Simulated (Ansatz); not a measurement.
`O[SiH2]S[SiH2]F` + `CN[SiH3]` → `F[SiH2]N[SiH3]` + `CS[SiH2]O`  (redistribution)

Isolated molecules relaxed with PBE0-D4/def2-TZVP in Ansatz; ΔE leaves out vibrations. CCSD(T)/CBS is the MP2 limit (def2-TZVPP, def2-QZVPP) plus CCSD(T) − MP2 in def2-TZVPP, frozen cores. This one scheme is used for every species. Each species was taken in one conformer, which may not be the lowest.

`O[SiH2]S[SiH2]F`:

Z-matrix (Å, degrees):
```
Si
S 1 2.144
O 1 1.639 2 112.9
H 1 1.483 2 104.0 3 121.7
H 1 1.477 2 110.6 3 -117.5
Si 2 2.119 1 98.0 3 77.8
H 3 0.959 1 118.1 2 55.7
F 6 1.597 2 110.7 1 87.2
H 6 1.479 2 110.8 1 -31.6
H 6 1.478 2 107.7 1 -155.4
```

`CN[SiH3]`:

Z-matrix (Å, degrees):
```
C
N 1 1.447
H 1 1.093 2 109.5
H 1 1.094 2 110.9 3 -117.8
H 1 1.098 2 113.8 3 120.2
Si 2 1.716 1 123.0 3 -36.9
H 2 1.007 1 113.6 3 170.5
H 6 1.486 2 107.4 1 175.3
H 6 1.488 2 108.6 1 55.3
H 6 1.496 2 115.3 1 -64.3
```

`F[SiH2]N[SiH3]`:

```xyz
10

F    -0.427   -2.014    1.516
Si   -0.877   -0.521    1.153
N    -0.460   -0.079   -0.441
Si    1.025    0.615   -1.005
H    -2.350   -0.492    1.299
H    -0.169    0.371    2.096
H    -1.123   -0.346   -1.156
H     1.780   -0.321   -1.880
H     1.832    0.931    0.199
H     0.769    1.856   -1.783
```

`CS[SiH2]O`:

```xyz
10

C    -0.412   -0.895   -1.398
S     0.600   -1.285    0.062
Si    0.111    0.371    1.290
O     0.590    1.818    0.666
H    -0.128    0.066   -1.825
H    -1.471   -0.889   -1.142
H    -0.227   -1.679   -2.131
H     0.770    0.066    2.585
H    -1.356    0.513    1.428
H     1.522    1.914    0.465
```

| species | HF/CBS(def2) energy (Eh) |
| --- | --- |
| `O[SiH2]S[SiH2]F` | -1152.94736 |
| `CN[SiH3]` | -385.40185 |
| `F[SiH2]N[SiH3]` | -735.49734 |
| `CS[SiH2]O` | -802.86853 |

Question: Work out ΔE.

Answer: ΔE = (-735.49734) + (-802.86853) − (-1152.94736) − (-385.40185) = -0.01666 Eh = -43.7 kJ/mol. CCSD(T)/CBS gives -40.6 kJ/mol.

Largest T1 diagnostic among the species: 0.012.

At CCSD(T), def2-SVP lies +10.7 kJ/mol from the extrapolated value and def2-TZVPP +0.0 kJ/mol. Leaving LDA and LC-ωPBE aside and taking each functional with its dispersion term where it has one, the values, not all of them listed here, spread over 10.6 kJ/mol, from B2PLYP to revPBE-D4.
